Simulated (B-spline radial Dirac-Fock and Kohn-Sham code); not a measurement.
## 2p3/2 emission of Eu³⁺

System: the Eu³⁺ ion in the configuration 1s2 2s2 2p6 3s2 3p6 3d10 4s2 4p6 4d10 4f6 5s2 5p6.

The run's input, task.json:

```json
{"items": [{
  "Z": 63,
  "q": 3,
  "cfg": [[1, 0, 2], [2, 0, 2], [2, 1, 6], [3, 0, 2], [3, 1, 6], [3, 2, 10], [4, 0, 2], [4, 1, 6], [4, 2, 10], [4, 3, 6], [5, 0, 2], [5, 1, 6]],
  "A": 153,
  "rrms": 5.1115,
  "do": ["binding", "quiet", "decay"],
  "holes": ["K", "L1", "L2", "L3", "M1", "M2", "M3", "M4", "M5", "N1", "N2", "N3", "N4", "N5"]
}]}
```

Run with: `python xray_run.py task.json out`

Method: independent-particle rates on relativistic LDA orbitals of the hole state (multipoles up to L = 3, Coulomb Auger matrix elements, transition energies from Dirac-Fock). Computed with a B-spline atomic structure program.

| line | multipole | energy (eV) | width (meV) | share (%) |
| --- | --- | --- | --- | --- |
| Lℓ | E1 | 5170.1 | 18.5 | 3.21 |
| L3-M2 | E2 | 5359.3 | 0.151 | 0.0263 |
| L3-M3 | E2 | 5492.0 | 0.139 | 0.0242 |
| Lα2 | E1 | 5815.5 | 47.8 | 8.33 |
| Lα1 | E1 | 5843.6 | 423 | 73.7 |
| Lβ6 | E1 | 6604.7 | 4.38 | 0.762 |
| Lβ15 | E1 | 6832.7 | 7.97 | 1.39 |
| Lβ2 | E1 | 6837.9 | 71.4 | 12.4 |
| Lβ7 | E1 | 6933.5 | 0.805 | 0.140 |

The listed lines hold 100.0 % of the radiative rate. The radiative width is 0.574 eV in the length form and 0.582 eV in the velocity form; the two differ because the transition energies are not eigenvalue differences of the potential that gave the orbitals.
